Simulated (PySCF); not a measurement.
Computed properties of Si(H)2(Me)(OH) (CH6OSi), SMILES C[SiH2]O

Si(H)2(Me)(OH) (CH₆OSi), SMILES [SiH2](O)C. Geometry: B3LYP-D3(BJ)/def2-TZVP. One conformer was computed; it need not be the lowest. All values are computed for the isolated molecule unless a solvent is named; none is compared with measurement here.

**Structure.** All 21 harmonic modes at B3LYP-D3(BJ)/def2-TZVP (PySCF) are real, so it is a minimum. With heavy atoms numbered as in [SiH2:1]([CH3:2])[OH:3], the shortest bond between them is Si1–O3 at 1.657 Å and the longest Si1–C2 at 1.868 Å.

**Vibrations.** The strongest infrared lines (harmonic, unscaled, degenerate partners summed) lie at 957 cm⁻¹ (230 km/mol, H 77 %, Si 16 %), 2193 cm⁻¹ (162 km/mol, H 97 %), 835 cm⁻¹ (158 km/mol, O 45 %, H 37 %, Si 17 %). The softest mode is at 169 cm⁻¹ and the zero-point energy is 42.2 kcal/mol.

**Electronic structure.** r2SCAN/def2-TZVPD (PySCF) places the frontier levels at -7.31 and -0.15 eV, a gap of 7.16 eV, and gives a dipole moment of 1.64 D and a mean polarisability of 45.4 bohr³.

**Excitations.** TDDFT-PBE0/def2-SVPD (PySCF) has S1 at 7.20 eV (172 nm, f = 0.010, weak); the most intense of the 10 singlets computed lies at 9.26 eV (f = 0.14). T1 (TDA) is at 6.87 eV. No vertical singlet excitation falls in the visible range (under 3.1 eV).

**NMR.** GIAO shifts at PBE0/pcSseg-1 (PySCF) (non-relativistic, atoms alike by connectivity averaged): ¹³C at 0.8 ppm against TMS; ¹H from 0.2 to 5.1 ppm against TMS; ²⁹Si at -11.0 ppm against TMS.
